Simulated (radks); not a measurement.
Problem. All-electron atom: Er I in [Xe] 4f11.5 6s1 6p1.5 (fractional occupations, a model configuration). Method: scalar-relativistic Kohn-Sham, PBE, spin-polarised, spherical densities, finite nucleus; open shells are filled with parallel spins first (spin-orbit coupling, left out, can overturn this in heavy ions); Fermi nuclear charge, rms radius 5.2516 fm; computed with a radial shooting solver on a logarithmic mesh with Libxc functionals. Some entries of the table are withheld. Estimate them.

| orbital | occ. | eigenvalue (hartree) | <1/r> (bohr^-1) | <r> (bohr) |
|---|---|---|---|---|
| 1s up | 1 | -2108.228 | 77.54 | 0.02037 |
| 1s down | 1 | -2108.227 | 77.54 | 0.02037 |
| 2s up | 1 | -354.3734 | 18.05 | 0.08647 |
| 2s down | 1 | -354.3721 | 18.05 | 0.08647 |
| 2p up | 3 | -313.4924 | 16.67 | 0.07672 |
| 2p down | 3 | -313.4913 | 16.67 | 0.07672 |
| 3s up | 1 | -79.60208 | 6.656 | 0.2254 |
| 3s down | 1 | -79.56213 | 6.659 | 0.2253 |
| 3p up | 3 | -67.16235 | 6.219 | 0.2245 |
| 3p down | 3 | -67.12242 | 6.221 | 0.2245 |
| 3d up | 5 | -51.57684 | 5.894 | 0.2038 |
| 3d down | 5 | -51.54633 | 5.896 | 0.2037 |
| 4s up | 1 | -15.92013 | 2.812 | 0.5080 |
| 4s down | 1 | -15.83599 | 2.811 | 0.5080 |
| 4p up | 3 | -11.82607 | 2.573 | 0.5387 |
| 4p down | 3 | -11.74318 | 2.572 | 0.5388 |
| 4d up | 5 | -6.33916 | 2.273 | 0.5829 |
| 4d down | 5 | -6.25743 | 2.272 | 0.5833 |
| 5s up | 1 | (1) | 1.069 | 1.240 |
| 5s down | 1 | (2) | 1.063 | 1.246 |
| 5p up | 3 | -1.14482 | 0.8897 | 1.468 |
| 5p down | 3 | -1.11065 | 0.8842 | 1.474 |
| 4f up | 7 | -0.35853 | (3) | 0.7911 |
| 4f down | 4.5 | -0.28490 | (4) | 0.8049 |
| 6s up | 1 | -0.21982 | 0.3389 | 3.683 |
| 6s down | 0 | -0.16751 | 0.3569 | 3.514 |
| 6p up | 1.5 | -0.09546 | 0.2529 | 4.895 |

Solution. 
(1) 5s up eigenvalue (hartree): -2.10191
(2) 5s down eigenvalue (hartree): -2.05858
(3) 4f up <1/r> (bohr^-1): 1.681
(4) 4f down <1/r> (bohr^-1): 1.665
